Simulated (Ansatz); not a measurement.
Molecule: isocyanic acid, CHNO, net charge 0, singlet state. SMILES: N=C=O
Geometry: optimised at B3LYP-D3(BJ)/def2-TZVP (Ansatz, an electronic-structure program).

Atomisation energy built up term by term with Ansatz (kcal/mol; UHF references for open shells; valence terms freeze the core; atomic spin-orbit terms are left out). CBS(X,Y): correlation extrapolated as X^-3; Hartree-Fock from the larger set.

| term | basis | kcal/mol |
|---|---|---|
| Hartree-Fock | cc-pVQZ | ___ |
| CCSD correlation | CBS(cc-pVTZ,cc-pVQZ) | ___ |
| (T) | CBS(cc-pVTZ,cc-pVQZ) | 14.61 |
| CCSDT - CCSD(T) | cc-pVDZ | -0.09 |
| core correlation | cc-pwCVTZ | 2.20 |
| scalar relativity (X2C) | cc-pVTZ-DK against cc-pVTZ | -0.55 |
| sum: De |  | ___ |

Problem. Fill in the missing entries.

Solution. 
- Hartree-Fock, kcal/mol: 268.53
- CCSD correlation, kcal/mol: 149.14
- sum: De, kcal/mol: 433.8
